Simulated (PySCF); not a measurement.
Löwdin shares of the frontier orbitals

Species: C₇H₉N.
Numbering: `[CH3:1][CH2:2][c:3]1[cH:4][cH:5][n:6][cH:7][cH:8]1` (hydrogens: H9, H10, H11 on C1; H12, H13 on C2; H14 on C4; H15 on C5; H16 on C7; H17 on C8)

Structure used (PBE0-D3(BJ)/def2-SVP), in Å, numbered top down from 1:
```
atom  x, y, z in Å
C1     2.3223   -0.0899    0.5883
C2     1.4473   -0.2818   -0.6482
C3    -0.0102   -0.0612   -0.3543
C4    -0.5949    1.2047   -0.4546
C5    -1.9396    1.3644   -0.1250
N6    -2.7213    0.3705    0.2891
C7    -2.1689   -0.8360    0.3867
C8    -0.8352   -1.1020    0.0819
H9     3.3843   -0.2548    0.3513
H10    2.2179    0.9286    0.9925
H11    2.0383   -0.7925    1.3866
H12    1.7679    0.4137   -1.4403
H13    1.5878   -1.2994   -1.0469
H14   -0.0078    2.0628   -0.7929
H15   -2.4082    2.3526   -0.2039
H16   -2.8244   -1.6469    0.7258
H17   -0.4431   -2.1181    0.1795
```

Computed, not measured: TDDFT wB97X-D/def2-SVPD, vertical, gas phase, core orbitals frozen in the response in PySCF.

Frontier orbitals with the atoms that hold most of them (Löwdin shares over 4%, at most four atoms; ? is withheld):

| orbital | ε (eV) | atoms |
| --- | --- | --- |
| HOMO-3 | -11.64 | C2 20%, C1 14%, H12 9%, H13 9% |
| HOMO-2 | -9.75 | C3 24%, N6 22%, C4 13%, C8 13% |
| HOMO-1 | -9.35 | C8 21%, C4 20%, C5 20%, C7 20% |
| HOMO | ? | ? |
| LUMO | 1.00 | ? |
| LUMO+1 | 1.30 | C7 18%, C5 18%, C4 18%, C8 18% |
| LUMO+2 | 2.29 | C1 17%, C2 12%, C4 8%, C8 8% |

(1) Which atoms hold the LUMO, and with what shares?

(2) Give the leading atoms of the HOMO.

(3) What is the HOMO energy, and the HOMO–LUMO gap?

Results:

(1) C3 (bonded to 3 C) 23%; N6 (bonded to 2 C) 21%; C5 (bonded to C, N and H) 11%; C7 (bonded to C, N and H) 10%. By element: carbon 44% or more, nitrogen 21%.

(2) N6 (bonded to 2 C) 59%; C5 (bonded to C, N and H) 11%; C7 (bonded to C, N and H) 11%; C4 (bonded to 2 C and H) 5%. By element: nitrogen 59%, carbon 26% or more.

(3) ε(HOMO) = -9.24 eV; the gap is 10.25 eV (0.3766 hartree).

Question: How does S1 compare with the orbital gap of 10.25 eV?

Answer: S1 is at 5.12 eV (f = 0.0048), 5.13 eV below the gap, made of HOMO→LUMO (96%). Without the coupling terms of the response equations the lowest excitation would equal the gap.

Question: One configuration dominates each of S1 and S2. Which, and how do the shares of the two leading atoms of either orbital change from the occupied to the empty one?

Answer: 
- S1 (5.12 eV, f 0.0048), HOMO→LUMO (96%): N6 59% → 21%, C5 11% → 11%, C3 at most 6% → 23%
- S2 (5.35 eV, f 0.0000), HOMO→LUMO+1 (99%): N6 59% → at most 18%, C5 11% → 18%, C7 11% → 18%

Time: 3.1 min of wall time. Hardware: Arm Neoverse V2, one thread (shared host).

One conformer stands for the species.
